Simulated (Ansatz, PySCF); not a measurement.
Molecule: GeOF2, net charge 0, singlet state. SMILES: [O]=[Ge]([F])[F]
Coordinates optimised at B3LYP-D3(BJ)/def2-TZVP (Ansatz, a first-principles code):
```
Ge
O 1 1.6283
F 1 1.7138 2 129.39
F 1 1.7138 2 129.39 3 -180.00
```
Charge 0, spin multiplicity 1.

Wanted: atomisation energy, in kcal/mol. Conventions: atomisation electronic, to ground-state atoms; UHF or UKS for open shells; no spin-orbit coupling; non-relativistic; no dispersion term unless named. Ab initio and DFT rows: single points at B3LYP-D3(BJ) geometries (Ansatz).

```csv
species,coefficient,"E at BP86/def2-SVP (PySCF), Eh","E at wB97X-V/def2-TZVPD (Ansatz), Eh"
[O]=[Ge]([F])[F],-1,-2351.72779,-2351.78935
F atom,+2,-99.63266,-99.73522
Ge atom,+1,-2076.92051,-2076.71876
O atom,+1,-74.99134,-75.06921
```

 1 Eh = 627.5095 kcal/mol.

### Question
Compute it at each level from the table.

### Answer

- BP86/def2-SVP: the sum of coefficient times E is 0.55062 Eh, or 345.52 kcal/mol. Result: 345.5 kcal/mol.
- wB97X-V/def2-TZVPD: the sum of coefficient times E is 0.53094 Eh, or 333.17 kcal/mol. Result: 333.2 kcal/mol.
